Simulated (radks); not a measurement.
All-electron atom: Ge3+ in [Ar] 3d10 4s1 (the NIST ground configuration). All-electron calculation, Dirac Kohn-Sham, LDA (Slater exchange, Perdew-Wang correlation), spin-unpolarised, spherical densities, point nucleus. Program: a radial shooting solver on a logarithmic mesh with Libxc functionals.

Normalised radial functions P(r) = r R(r) (large component), r in bohr:

```
   r/bohr * 3p3/2 (the largest magnitude, 1.33, reaches the edge; | marks zero)
 0.005097                             *
 0.006637                             *
 0.008642                             *
  0.01116                             |*
  0.01454                             |*
  0.01893                             | *
  0.02445                             |  *
  0.03184                             |    *
  0.04146                             |      *
  0.05355                             |        *
  0.06973                             |           *
   0.0908                             |             *
   0.1182                             |             *
   0.1527                             |           *
   0.1989                             |     *
    0.259                        *    |
   0.3345             *               |
   0.4356     *                       |
   0.5672  *                          |
   0.7326      *                      |
    0.954              *              |
    1.242                     *       |
    1.617                          *  |
    2.089                            *|
    2.721                             *
    3.543                             *
    4.576                             *
    5.959                             *
```

3p3/2: eigenvalue -148.10 eV, 1 radial node at r = 0.232 bohr, <r> = 0.651 bohr, 90 % of the charge inside 1.00 bohr.
